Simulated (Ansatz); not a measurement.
Mulliken charges of `F[SiH2]S[SiH](F)F` from PBE/def2-TZVPP in Ansatz (PBE0-D4/def2-TZVP geometry).

```json
{"atom": "F1", "x (Å)": "-1.562", "y (Å)": "0.486", "z (Å)": "-1.946", "charge (e)": "-0.260"}
{"atom": "Si2", "x (Å)": "-0.061", "y (Å)": "0.683", "z (Å)": "-1.452", "charge (e)": "0.512"}
{"atom": "S3", "x (Å)": "0.682", "y (Å)": "-1.126", "z (Å)": "-0.597", "charge (e)": "-0.262"}
{"atom": "Si4", "x (Å)": "0.132", "y (Å)": "-0.783", "z (Å)": "1.408", "charge (e)": "0.672"}
{"atom": "F5", "x (Å)": "1.049", "y (Å)": "0.326", "z (Å)": "2.069", "charge (e)": "-0.251"}
{"atom": "F6", "x (Å)": "-1.351", "y (Å)": "-0.231", "z (Å)": "1.497", "charge (e)": "-0.248"}
{"atom": "H7", "x (Å)": "-0.042", "y (Å)": "1.773", "z (Å)": "-0.455", "charge (e)": "-0.046"}
{"atom": "H8", "x (Å)": "0.776", "y (Å)": "0.956", "z (Å)": "-2.636", "charge (e)": "-0.054"}
{"atom": "H9", "x (Å)": "0.251", "y (Å)": "-2.027", "z (Å)": "2.182", "charge (e)": "-0.064"}
```

Question: By hand: the dipole of these point charges (1 e Å = 4.8032 D).

Answer: Σ q r = (0.301, -0.036, -0.002) e Å, of length 0.303 e Å = 1.46 D.

Question: How does the dipole of the full density compare? (Best estimate.)

Answer: Ansatz gave: (0.213, -0.059, -0.037) e Å, 1.08 D; the point charges give 1.35 times that, at 13° from its direction.

Point charges leave out the atoms' own dipoles, such as those of lone pairs, and Mulliken's split depends on the basis, so the two needn't agree.
